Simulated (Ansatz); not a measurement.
Relaxation of ClFH6OW (10 atoms, charge 0, multiplicity 1), to a largest force component of 0.03 eV/Å in at most 50 steps.

All numbers below come from RKS B3LYP/def2-SVP (Ansatz 0.2.0).

```xyz
10
Properties=species:S:1:pos:R:3:forces:R:3
W 0.218 0.184 -0.390 -1.03 -1.04 -0.54
Cl 0.359 0.391 3.187 0.60 0.61 -0.67
H 1.348 -0.788 0.386 -0.02 -0.04 0.00
H -0.754 1.317 0.398 -0.01 -0.01 0.01
H -1.420 -0.235 -0.194 0.01 0.06 -0.04
H -0.259 -1.419 -0.093 0.04 0.00 0.00
O 0.469 0.265 -2.218 0.08 0.08 0.03
H 0.444 1.021 -2.827 -0.08 -0.08 0.02
F 1.445 1.427 0.364 0.98 1.01 0.66
H 1.134 1.187 2.444 -0.59 -0.61 0.53
```

Question: Where does it end, and by what steps?

Answer: The forces met the threshold. After 7 steps the energy has fallen by 0.119 eV; Cl2 moved furthest, 0.36 Å.

| step | energy less start (eV) | largest force component (eV/Å) | accepted |
| --- | --- | --- | --- |
| 0 | 0.0000 | 1.036 | yes |
| 1 | -0.0834 | 0.405 | yes |
| 2 | -0.1054 | 0.592 | yes |
| 3 | -0.1156 | 0.189 | yes |
| 4 | -0.1136 | 0.174 | no |
| 5 | -0.1179 | 0.082 | yes |
| 6 | -0.1182 | 0.049 | yes |
| 7 | -0.1186 | 0.012 | yes |

```xyz
10
Properties=species:S:1:pos:R:3
W 0.270 0.225 -0.310
Cl 0.256 0.274 2.865
H 1.370 -0.767 0.477
H -0.715 1.365 0.442
H -1.381 -0.160 -0.223
H -0.221 -1.374 -0.034
O 0.540 0.267 -2.133
H 0.229 0.894 -2.805
F 1.539 1.521 0.476
H 1.096 1.104 2.302
```

Time of the run: 33 s on 2 threads of Arm Neoverse V1, on a shared host, peak memory 0.24 GiB.
